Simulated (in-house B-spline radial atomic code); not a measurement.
## Rh⁴⁺: [Kr] 4d5

Computed with an all-electron radial atomic-structure program (B-spline basis): non-relativistic B97-1, spin-polarised, spherical fractional occupations, point nucleus.

Screening seen three ways: the hydrogenic charge with the same mean radius, Z_r = [3n² - l(l+1)]/(2<r>), the one with the same energy, Z_e = n√(-2ε), and Slater's rules. Values are occupation-weighted means over spin.

```csv
shell,electrons,ε (eV),<r> (bohr),Z_r,Z_e,Slater
1s,2,-22493,0.03385,44.31,40.66,44.70
2s,2,-3263.5,0.1472,40.76,30.98,40.85
2p,6,-3027.6,0.126,39.69,29.83,40.85
3s,2,-632.39,0.4024,33.54,20.45,33.75
3p,6,-538.75,0.3954,31.61,18.88,33.75
3d,10,-366.7,0.3694,28.42,15.57,23.85
4s,2,-133.03,0.9944,24.13,12.51,17.25
4p,6,-103.4,1.064,21.61,11.03,17.25
4d,5,-58.578,1.286,16.33,8.30,7.60
```

The least bound orbital is 4d up at -58.58 eV, and it is also the most diffuse (<r> = 1.286 bohr).
